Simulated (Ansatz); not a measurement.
Input file for `C[C]1(N)[AlH][SiH2]1`:

```yaml
crystal:
  periodic: [false, false, false]
  atoms:
    - {symbol: C, position_ang: [-1.246838, 0.530145, 0.006662]}
    - {symbol: C, position_ang: [-0.008694, -0.363880, -0.106714]}
    - {symbol: N, position_ang: [-0.257190, -1.469092, -0.992362]}
    - {symbol: Al, position_ang: [0.341784, -0.026393, 1.799842]}
    - {symbol: Si, position_ang: [1.611049, 0.686598, -0.007748]}
    - {symbol: H, position_ang: [-1.386198, 1.187458, -0.862663]}
    - {symbol: H, position_ang: [-2.146582, -0.076625, 0.138174]}
    - {symbol: H, position_ang: [-1.199193, 1.256027, 0.853531]}
    - {symbol: H, position_ang: [-0.357453, -1.159089, -1.955228]}
    - {symbol: H, position_ang: [0.509852, -2.127271, -0.972508]}
    - {symbol: H, position_ang: [-0.399566, -0.184416, 3.192369]}
    - {symbol: H, position_ang: [2.747685, -0.237706, -0.288279]}
    - {symbol: H, position_ang: [1.811843, 1.949245, -0.790176]}
basis:
  gaussian: {orbitals: def2-TZVPP}
correlation: {method: ccsd_t}
```

```sh
$ ansatz run in.yaml --threads 4 --pin off --events-out ev --progress --plain --max-ram 10444MiB
```

The program prints (abridged):

```
Functional definition: HF
1681 factors; integrals over basis functions are off by at most 9.7e-4 eV
mean field evaluation 1: about -18108.0807 eV, gradient 4.3e1 eV
mean field evaluation 2: about -18108.3964 eV, gradient 4.3e1 eV
mean field evaluation 4: about -18113.5717 eV, gradient 5.3e0 eV
mean field evaluation 8: about -18113.6979 eV, gradient 3.7e-1 eV
mean field evaluation 16: about -18113.6987 eV, gradient 2.6e-6 eV
mean field -18113.69873050 eV, -665.6661504400 hartree, gradient 2.6e-6 eV, S^2 0.000000; 0 other end points of the search recorded, 0 dependent functions left out
13 core orbitals not correlated: weight in the atoms' cores, before any rotation towards them, 1.000 or more for the frozen orbitals, at most 0.000 for the correlated occupied ones
reference -18113.69873050 eV, -665.6661504400 hartree; 14, 14 occupied and 262, 262 virtual orbitals, 1681 factors
second order -20.87626273 eV of doubles, -0.00000000 eV of singles
cycle   1  -21.54995548 eV  change   -6.7e-1 eV  update   1.1e-1
cycle   2  -22.15397569 eV  change   -6.0e-1 eV  update   3.3e-2
cycle   3  -22.26563602 eV  change   -1.1e-1 eV  update   1.7e-2
cycle   4  -22.25675984 eV  change    8.9e-3 eV  update   5.2e-3
cycle   5  -22.25480620 eV  change    2.0e-3 eV  update   3.4e-3
cycle   6  -22.25542904 eV  change   -6.2e-4 eV  update   1.5e-3
cycle   7  -22.25495247 eV  change    4.8e-4 eV  update   7.8e-4
cycle   8  -22.25493776 eV  change    1.5e-5 eV  update   3.2e-4
cycle   9  -22.25511620 eV  change   -1.8e-4 eV  update   1.2e-4
cycle  10  -22.25510141 eV  change    1.5e-5 eV  update   4.4e-5
cycle  11  -22.25509389 eV  change    7.5e-6 eV  update   1.7e-5
perturbative correction -0.98426455 eV, -0.0361710550 hartree
Total energy: -18136.93808895 eV, -666.5201811106 hartree
```

It took 3.7 min on 4 threads of an Arm Neoverse V1 on a shared host, with 8.6 GiB of host memory at the peak.

MP2 recovers 89.8 % of the CCSD(T) correlation energy and the triples give 4.2 %; T1 = 0.0135.
